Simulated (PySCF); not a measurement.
A structure optimised at GFN2-xTB (Å):
```
atom  x, y, z in Å
C1     3.5166   -1.0139    0.0194
C2     2.3157   -1.0179   -0.0147
C3     0.9134   -1.0594   -0.0635
N4     0.2081   -2.1523   -0.1947
C5    -1.0897   -1.7545   -0.2038
C6    -1.1722   -0.3970   -0.0755
C7    -2.3568    0.4952   -0.0278
N8     0.1209    0.0702    0.0186
Si9    0.6246    1.7395    0.1776
H10    4.5648   -1.0105    0.0504
H11   -1.8829   -2.4692   -0.3028
H12   -2.2818    1.2815   -0.7787
H13   -2.4462    0.9681    0.9506
H14   -3.2546   -0.0884   -0.2156
H15    2.0581    1.7051    0.4236
H16    0.2785    2.4141   -1.0752
H17   -0.1235    2.3014    1.3023
```

Charge 0, singlet.

Question: Which heavy atoms are bonded, and with what formal order?

Answer: C1–C2 1.20 Å (triple); C2–C3 1.40 Å (single); C3–N4 1.31 Å (aromatic); N4–C5 1.36 Å (aromatic); C5–C6 1.37 Å (aromatic); C6–C7 1.48 Å (single); C6–N8 1.38 Å (aromatic); N8–Si9 1.75 Å (single); C3–N8 1.38 Å (aromatic). Bonds to hydrogen (Å): C1–H10 1.05; C5–H11 1.07; C7–H12 1.09; C7–H13 1.09; C7–H14 1.09; Si9–H15 1.45; Si9–H16 1.46; Si9–H17 1.46.

Question: Write the SMILES.

Answer: `C#Cc1ncc(C)n1[SiH3]`, C6H8N2Si. Among its features: alkyne, pyridine-type ring nitrogen, pyrrole-type ring nitrogen and Si–H bond.

Question: Which rings does it hold (smallest set)?

Answer: C3–N4–C5–C6–N8 (5 members, 0.00 Å rms from planarity).

Question: Classify the heavy atoms.

Answer: C1: terminal alkyne carbon; C2: alkyne carbon; C3: substituted aromatic carbon; N4: pyridine-type nitrogen; C5: aromatic CH next to a ring nitrogen; C6: substituted aromatic carbon; C7: benzylic-type carbon; N8: pyrrole-type nitrogen; Si9: SiH3 silicon.

Question: What is the arrangement about C5?

Answer: It has 3 neighbours (N4, C6, H11) and is planar (angles 128.8°, 120.8° and 110.4°, sum 360.0°, 0.00 Å off the plane of its three neighbours).

Question: What is the arrangement about C2?

Answer: It has 2 neighbours (C1, C3) and is linear (angle 178.5°).

All values are computed, not measured.
